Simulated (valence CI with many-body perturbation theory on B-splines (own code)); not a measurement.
**Xe XXXIII: magnetic and hyperfine properties of the levels**

Computed by valence CI with perturbative core correlation (CI+MBPT): four valence electrons over a frozen Dirac-Fock core [Ar], radial functions for each j: 9 s, 9 p, 10 d, 8 f, 5 g, 3 h, 1 i, with the one-electron correlation potential Σ1, the two-electron term Σ2, the three-electron term Σ3, Breit, model QED; selected CI, second order for the rest (own B-spline code, finite nucleus).

The last digits are not significant, and no measured levels were compared; by estimate large intervals hold to a few tenths of a per cent, small ones and those within an open d or f shell to about a per cent. Only levels of the ground parity were solved; by the run's estimate the other parity begins above the list, which can be wrong where configurations are misplaced.

A/g_I is the dipole constant over the nuclear g factor μ/I (μ in nuclear magnetons, uniformly magnetised nucleus), B/Q the quadrupole constant per barn. Both hold the static response of the core; the bare values leave it out. Large factors of s and p1/2 electrons are usually good to 5 to 10 %; those of open d and f shells near neutrality can be off by tens of per cent, and small factors of p3/2, d and f electrons come from cancelling terms and can be off by a factor of two or in sign, in half-filled shells by more. B is blank for J = 1/2, where it vanishes, and for nearly pure S terms. Energies count from the lowest level. Levels with J = 0 are left out.

Levels are named by their leading jj configuration (3d3/2^4 stands for four electrons in 3d with j = 3/2), which in mixed levels can hold well under half, so a name can repeat and another be missing. Letters in brackets count levels of one name in rising energy.

```
                    Level  E (eV)      g  A/g_I (MHz)  A/g_I bare  B/Q (MHz/b)  B/Q bare
      (3d3/2^3 3d5/2) J=1   9.988  1.495         -948        -304         7130      7260
      (3d3/2^3 3d5/2) J=2  15.849  1.397         7880        8390         8350      8510
      (3d3/2^3 3d5/2) J=4  18.123  1.170        17800       18000        -4200     -4310
      (3d3/2^3 3d5/2) J=3  18.826  1.324        13100       13500         1520      1530
(3d3/2^2 3d5/2^2) J=4 [a]  28.071  1.132        15700       15900        -4870     -4980
(3d3/2^2 3d5/2^2) J=2 [a]  30.432  0.973        13900       13900        11800     12100
(3d3/2^2 3d5/2^2) J=3 [a]  30.464  1.000        16800       16800         3820      3880
    (3d3/2^2 3d5/2^2) J=5  32.803  1.076        17600       17800        16100     16400
    (3d3/2^2 3d5/2^2) J=1  33.940  1.260        16600       16900         4.59     -8.49
    (3d3/2^2 3d5/2^2) J=6  34.718  1.095        18400       18500        18000     18400
(3d3/2^2 3d5/2^2) J=4 [b]  37.437  1.028        20000       20100        -7790     -7920
(3d3/2^2 3d5/2^2) J=2 [b]  38.327  1.158        16100       16300         3640      3700
(3d3/2^2 3d5/2^2) J=3 [b]  38.672  1.156        18300       18500         6850      6980
  (3d3/2 3d5/2^3) J=4 [a]  43.204  1.183        13200       13500         3270      3330
(3d3/2^2 3d5/2^2) J=2 [c]  45.309  1.058        23200       23300         1130      1140
  (3d3/2 3d5/2^3) J=3 [a]  46.569  1.097        12600       12800          426       440
      (3d3/2 3d5/2^3) J=5  49.335  1.147        15200       15400       -10400    -10600
  (3d3/2 3d5/2^3) J=1 [a]  49.909  0.769        21500       21300         7610      7750
      (3d3/2 3d5/2^3) J=6  50.433  1.061        17600       17700        22100     22500
(3d3/2^2 3d5/2^2) J=4 [c]  51.787  1.120        14500       14700        17800     18100
(3d3/2^2 3d5/2^2) J=2 [d]  53.980  1.339        12700       13100        -3050     -3090
  (3d3/2 3d5/2^3) J=3 [b]  56.890  1.081        16700       16800        11500     11700
  (3d3/2 3d5/2^3) J=2 [a]  56.946  1.007        19700       19700        14200     14500
  (3d3/2 3d5/2^3) J=3 [c]  65.555  1.061        18700       18900        24300     24800
            (3d5/2^4) J=4  65.656  1.062        16100       16200         5730      5850
  (3d3/2 3d5/2^3) J=1 [b]  66.132  1.458         3550        4130       -10100    -10300
            (3d5/2^4) J=2  67.436  1.028        18600       18700        -57.5     -61.2
  (3d3/2 3d5/2^3) J=4 [b]  69.101  1.120        16100       16300        -4420     -4490
  (3d3/2 3d5/2^3) J=2 [b]  79.969  1.000        16200       16300       -14000    -14300
```

Problem. Take the isotope of mass number 131, with I = 3/2, μ = 0.69185 μN and Q = -0.114 b. What is the hyperfine structure of (3d3/2^2 3d5/2^2) J=2 [a]?

Solution. From the table A = 6410 MHz, B = -1350 MHz. Shifts from the centre of gravity in MHz: F = 1/2: -30000, F = 3/2: -19200, F = 5/2: -2360, F = 7/2: 18900.
